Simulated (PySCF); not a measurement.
# Radial density of Cd²⁺ (cadmium, charge +2)

UHF, [Kr] 4d10, closed-shell 1S. Computed with PySCF 2.14 in def2-QZVPPD with the def2 core potential (28 electrons), with a scalar-relativistic core potential. This is the valence pseudo-density: the core potential removes the inner electrons and smooths the orbitals near the nucleus.

| r (bohr) | 4πr²ρ (e/bohr) |
| --- | --- |
| 0.0164 | 2.026e-05 |
| 0.0276 | 5.029e-05 |
| 0.0464 | 0.0001112 |
| 0.0781 | 0.0003602 |
| 0.131 | 0.003548 |
| 0.221 | 0.05312 |
| 0.372 | 1.137 |
| 0.625 | 12.92 |
| 1.05 | 17.64 |
| 1.77 | 3.896 |
| 2.97 | 0.2135 |
| 5.00 | 0.001294 |

Energies and moments cover only the electrons outside the core potential.
